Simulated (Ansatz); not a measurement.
`O[SiH2]C[SiH2]S` → `O[SiH2]CS` + `[SiH2]`  (silylene formation by 1,1-elimination)

Program: Ansatz. Geometries: PBE0-D4/def2-TZVP. ΔE: electronic, gas phase. CCSD(T)/CBS adds triple-zeta CCSD(T) − MP2 to the extrapolated MP2 energy (def2 sets, frozen cores). This one scheme is used for every species. DFT in def2-TZVPP. B3LYP here is the variant with VWN-RPA as its local correlation; programs differ in this. One conformer a species, not always the lowest.

`O[SiH2]C[SiH2]S`:

Cartesian coordinates in Å:
```
O 1.858 2.351 -0.234
Si 1.368 0.812 -0.568
C -0.167 0.325 0.378
Si -0.712 -1.444 0.144
S -2.354 -1.994 1.404
H 1.315 3.075 -0.548
H 1.098 0.652 -2.025
H 2.505 -0.051 -0.170
H -0.995 0.979 0.078
H 0.009 0.493 1.446
H -1.065 -1.672 -1.282
H 0.364 -2.388 0.541
H -3.222 -1.139 0.835
```

`O[SiH2]CS`:

Cartesian coordinates in Å:
```
O 0.113 -1.874 -0.518
Si 0.749 -0.617 0.328
C 0.107 1.000 -0.373
S -1.711 0.958 -0.369
H -0.826 -1.788 -0.706
H 2.223 -0.734 0.211
H 0.353 -0.652 1.765
H 0.387 1.086 -1.426
H 0.473 1.891 0.142
H -1.869 0.731 0.946
```

`[SiH2]`:

Cartesian coordinates in Å:
```
Si -0.063 0.705 0.070
H 0.081 -0.241 -1.118
H -0.018 -0.465 1.048
```

| level | ΔE (kJ/mol) | difference from CCSD(T)/CBS |
| --- | --- | --- |
| PBE-D4 | 351.9 | -0.6 |
| r2SCAN-D4 | 373.9 | 21.4 |
| PBE0-D4 | 363.7 | 11.2 |
| B3LYP-D4 | 343.4 | -9.1 |
| ωB97X-V | 359.3 | 6.8 |
| ωB97M-V | 346.9 | -5.6 |
| B2PLYP | 345.7 | -6.8 |
| PBE | 344.5 | -8.0 |
| r2SCAN | 371.7 | 19.2 |
| PBE0 | 357.1 | 4.6 |
| B3LYP | 331.8 | -20.7 |
| HF/def2-TZVPP | 333.2 | -19.3 |
| MP2/def2-TZVPP | 368.6 | 16.1 |
| SCS-MP2/def2-TZVPP | 352.5 | 0.0 |
| CCSD/def2-TZVPP | 340.6 | -11.9 |
| CCSD(T)/def2-TZVPP | 344.4 | -8.1 |
| HF/def2-QZVPP | 334.0 | -18.5 |
| MP2/def2-QZVPP | 373.5 | 21.0 |
| SCS-MP2/def2-QZVPP | 357.9 | 5.4 |
| HF/CBS(def2) | 334.2 | -18.3 |
| MP2/CBS(def2) | 376.7 | 24.2 |
| CCSD/CBS(def2) | 348.7 | -3.8 |
| CCSD(T)/CBS | 352.5 | 0 |

Largest T1 diagnostic among the species: 0.014.

In def2-TZVPP, CCSD(T) changes the Hartree–Fock value by +11.2 kJ/mol (the triples alone add +3.8 kJ/mol) and MP2 by +35.4 kJ/mol. The D4 term adds +11.7 kJ/mol with B3LYP and +6.7 kJ/mol with PBE0; it sums over pairs of atoms, weighted by their polarisabilities, and B3LYP, whose exchange is more repulsive, gets the larger term.
